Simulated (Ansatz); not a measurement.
Start from `[Br][Al]1[O][SiH2]1` and change one atom or group to get `[SiH3][Al]1[O][SiH2]1`.

Ansatz, PBE0-D4/def2-TZVP geometries, multiplicity 1. 

Scalar relativity is left out up to krypton.

| property | `[Br][Al]1[O][SiH2]1` |
| --- | --- |
| HOMO energy (ωB97M-V/def2-TZVPP) / eV | -8.64 |
| LUMO energy (PBE/def2-TZVPP) / eV | -2.77 |
| LUMO energy (ωB97M-V/def2-TZVPP) / eV | -0.27 |
| size of the dipole moment (B3LYP/def2-TZVPP) / D | 1.34 |
| size of the dipole moment (PBE/def2-TZVPP) / D | 1.10 |
| LUMO energy (PBE0/def2-TZVPP) / eV | -1.99 |

(1) Give the same properties after the change, and the shifts. (Best estimate.)

Results:

(1) The calculation gave: 
```csv
property,`[SiH3][Al]1[O][SiH2]1`,shift
HOMO energy (ωB97M-V/def2-TZVPP) / eV,-8.06,0.58
LUMO energy (PBE/def2-TZVPP) / eV,-2.57,0.20
LUMO energy (ωB97M-V/def2-TZVPP) / eV,-0.11,0.16
size of the dipole moment (B3LYP/def2-TZVPP) / D,1.94,0.60
size of the dipole moment (PBE/def2-TZVPP) / D,1.77,0.67
LUMO energy (PBE0/def2-TZVPP) / eV,-1.82,0.17
```

With PBE0 the HOMO rises by 0.51 eV and the LUMO rises by 0.17 eV, so the gap narrows by about 0.34 eV. PBE moves the HOMO by 0.45 eV and ωB97M-V by 0.58 eV. Dipoles are sizes alone; their direction can turn.

B3LYP here is the variant with VWN-RPA as its local correlation; programs differ in this.

Spin–orbit coupling is left out; it splits and shifts lone-pair levels of the heavy atoms by tenths of an eV.
